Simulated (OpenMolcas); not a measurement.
## Zr²⁺: the spin-orbit constant, worked from levels

```json
{"Program": "OpenMolcas", "Basis": "ANO-RCC-VTZP [7s6p4d2f1g]", "Scalar Hamiltonian": "DKH2, point nucleus", "Active space": "2 electrons in 10 orbitals (4d 5d)", "State averaging": "2S+1 = 3 even, 10 roots; 2S+1 = 1 even, 15 roots", "Spin-orbit coupling": "RASSI with atomic mean-field integrals over the reference wave functions, term energies averaged over their components"}
```

Methods: CASSCF; SS-CASPT2, IPEA 0.25 Eh, imaginary shift 0.1 Eh (closed shells correlated: 4s 4p). Measured levels: Moore, Atomic Energy Levels, vol. II, NSRDS-NBS 35 (1971 reprint of NBS Circular 467, 1952); NIST levels as listed in Rynkun, Gaigalas and Jonsson, Astron. Astrophys. 637, A10 (2020).

**The spin-orbit constant.** For the Hund term ³F of d2, E(J) = (A/2) J(J+1) + constant and ζ = 2S·A = 2A. From J = 2 to J = 4 the energy changes by 7 A.

```csv
Source,E(4) - E(2),A,ζ
CASSCF,1494.3,213.5,427
SS-CASPT2,1515.1,216.4,433
measured,1486.4,212.3,425
```

All in cm-1. SS-CASPT2 is off by +1.9 % and CASSCF by +0.5 %. Both methods take the spin-orbit matrix elements from the reference wave functions, so the second can move ζ only through the term energies and any multistate remixing. Second-order mixing with other terms is absorbed into this ζ.

CASPT2 breaks the degeneracy within a term, and the mean is taken; among the terms shown or strongly mixed into the levels shown the widest spread is 490 cm-1 (4d² ³F, SS-CASPT2). Active for correlation alone: 5d; no level in the range computed is led by a configuration that fills it, so any true level of that kind is missing. Without dynamic correlation excited terms often stand tens of per cent too high (terms of higher spin than the ground term too low), and those without a measured partner can miss by more than the paired ones (holds for CASSCF). Computed and measured levels are paired by configuration, term and J; levels that our copy of the source lacks, or whose pairing is in doubt (as where it misses far off the trend of its configuration), stay unpaired and out of the deviations. Only configurations of the active space appear.
